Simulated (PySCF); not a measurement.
**Correlation energy of Tm (thulium, neutral)**

[Xe] 4f12 5d1 6s2, one real determinant (an excited configuration). All numbers are calculated (PySCF 2.14, the spin-free X2C one-electron Hamiltonian (Gaussian nucleus), in cc-pVDZ-X2C (8s7p5d3f1g, 84 functions)). Frozen: [Kr] 4d10; 23 electrons correlated.

| level | correlation energy (mhartree) |
| --- | --- |
| CCSD | -764.36 |
| (T) | -26.00 |
| CCSD(T) | -790.36 |

Diagnostics: T1 = 0.017, D1 = 0.0801, largest double amplitude 0.095.

The real determinant used has ⟨L²⟩ near 30 against 56 for a pure K term, so it mixes terms. Spin-orbit coupling, absent here, splits the open shell strongly.

Cost of the coupled-cluster step: about 28 core-seconds, for 23 correlated electrons.

The reference is one real determinant that mixes LS terms of this configuration.
